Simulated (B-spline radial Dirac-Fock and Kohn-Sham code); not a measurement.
Model: Dirac-Fock (average of configuration) total-energy differences with a finite nucleus, the Breit interaction including its frequency dependence, and self-energy and vacuum-polarisation corrections. Program: a radial B-spline solver. Free neutral atoms.

Problem. Order these X-ray lines by photon energy, lowest first.
A. Ni Lβ6
B. Tb Mγ
C. La Mζ1
D. Au Mζ1
E. Ne Kα2
F. Dy Mζ2

Solution. C (629.4 eV), E (849.5 eV), A (861.7 eV), F (991.5 eV), B (1458.3 eV), D (1655.7 eV).

Values without a named source are computed, but for edge energies of neutral atoms, which are taken from tables.
